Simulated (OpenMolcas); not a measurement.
**Gd2+: moving or changing the point charges**

Gd2+ among 8 point charges of -0.5 e arranged as a hexagonal bipyramid (D6h), 2.43 Å from the ion, with the axial distance 2.673 Å.

| Item | Value |
| --- | --- |
| Program | OpenMolcas |
| Method | CASSCF |
| Basis | ANO-RCC-VDZP [7s6p4d2f1g] |
| Scalar Hamiltonian | DKH2, point nucleus |
| Active space | 8 electrons in 7 orbitals (4f) |
| State averaging | 2S+1 = 7 even, 7 roots; 2S+1 = 5 even, 77 roots kept (CI in the orbitals of an earlier block); 2S+1 = 3 even, 26 roots kept (CI in the orbitals of an earlier block) |
| Spin-orbit coupling | RASSI with atomic mean-field integrals over the reference wave functions |

Runs around this geometry, states. Energies in cm-1 above the lowest state or level, χT in cm3 K/mol.

| R (Å) | q (e) | Ground state | First state of that spin | First gap with spin-orbit (degeneracies) | Width of lowest J | χT at 300 K |
| --- | --- | --- | --- | --- | --- | --- |
| 2.43 | -0.25 | 2S+1 = 7 | 8.4 | 5.0 (1, 2) | 383 | 11.787 |
| 2.43 | -0.5 | 2S+1 = 7 | 14.2 | 9.4 (1, 2) | 767 | 11.737 |
| 2.67 | -0.5 | 2S+1 = 7 | 19.6 | 8.4 (1, 2) | 578 | 11.760 |
| 2.78 | -0.5 | 2S+1 = 7 | 20.5 | 7.9 (1, 2) | 512 | 11.769 |

Taking the width of the lowest J multiplet as R^-n, n = -ln(512 / 767) / ln(2.78 / 2.43) = 3.0 between the shortest and longest distance.

Scaling the charges by -0.25 / -0.5 = 0.50 scales the width of the lowest J multiplet by 383 / 767 = 0.50; with fixed orbitals a first-order splitting would follow the charge.

High states are left out of the spin-orbit mixing, which shifts the levels that they would mix with. The free ion's ground configuration, as NIST lists it, lies outside this active space, so the lowest level here need not be the ground level. Point charges carry no covalency, so the field is a model and not that of real ligands. An unlabelled pair can be two single states that coincide in this model. No measured value stands beside these numbers.

A state without a sure symmetry label is named by its multiplicity alone.
